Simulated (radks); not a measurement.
The mean radii <r> (bohr) of the occupied orbitals of an atom or ion are listed with their occupations. All-electron calculation, Dirac Kohn-Sham, exchange-only PBE, spin-unpolarised, spherical densities, point nucleus. Program: a radial shooting solver on a logarithmic mesh with Libxc functionals.

| orbital | occ. | <r> |
|---|---|---|
| 1s1/2 | 2 | 0.02074 |
| 2s1/2 | 2 | 0.08752 |
| 2p1/2 | 2 | 0.07290 |
| 2p3/2 | 4 | 0.08007 |
| 3s1/2 | 2 | 0.2294 |
| 3p1/2 | 2 | 0.2191 |
| 3p3/2 | 4 | 0.2327 |
| 3d3/2 | 4 | 0.2054 |
| 3d5/2 | 6 | 0.2096 |
| 4s1/2 | 2 | 0.5188 |
| 4p1/2 | 2 | 0.5286 |
| 4p3/2 | 4 | 0.5596 |
| 4d3/2 | 4 | 0.5902 |
| 4d5/2 | 6 | 0.6013 |
| 5s1/2 | 2 | 1.278 |
| 5p1/2 | 2 | 1.447 |
| 5p3/2 | 4 | 1.558 |
| 4f5/2 | 6 | 0.8446 |
| 6s1/2 | 1 | 3.738 |
| 4f7/2 | 5 | 0.8671 |

Name the element and its charge. Open shells, if any, fill j = l - 1/2 first.

Answer. Z = 67, holmium, charge +1: Ho+ in [Xe] 4f11 6s1. The 1s radius gives Z: for a bare nucleus <r> = (2 gamma + 1)/(2Z) with gamma = sqrt(1 - (Z/c)^2), 0.02048 bohr for Z = 67, and screening makes it slightly larger (0.02074 here). The occupations add up to 66, and the charge is Z minus that.
